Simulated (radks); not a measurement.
Values are calculated unless marked as measured or tabulated.
All-electron atom: Rb XIX in [Ar] 3d1. Code: a radial shooting solver on a logarithmic mesh with Libxc functionals. Model: Dirac Kohn-Sham, LB94 model potential, spin-unpolarised, spherical densities, finite nucleus; open shells fill j = l - 1/2 first; Fermi nuclear charge, rms radius 4.2036 fm. Some entries of the table are withheld. Estimate them.

orbital,occ.,eigenvalue (hartree),r(max) (bohr)
1s1/2,2,-580.8793,(1)
2s1/2,2,-99.80239,(2)
2p1/2,2,(3),0.1170
2p3/2,4,(4),0.1204
3s1/2,2,-32.27207,0.4263
3p1/2,2,-29.91877,0.4099
3p3/2,4,-29.46439,0.4171
3d3/2,1,-25.73887,(5)
3d5/2,0,-25.64382,(6)

Answer. 
(1) 1s1/2 r(max) (bohr): 0.02628
(2) 2s1/2 r(max) (bohr): 0.1493
(3) 2p1/2 eigenvalue (hartree): -93.07693
(4) 2p3/2 eigenvalue (hartree): -90.79753
(5) 3d3/2 r(max) (bohr): 0.3381
(6) 3d5/2 r(max) (bohr): 0.3401
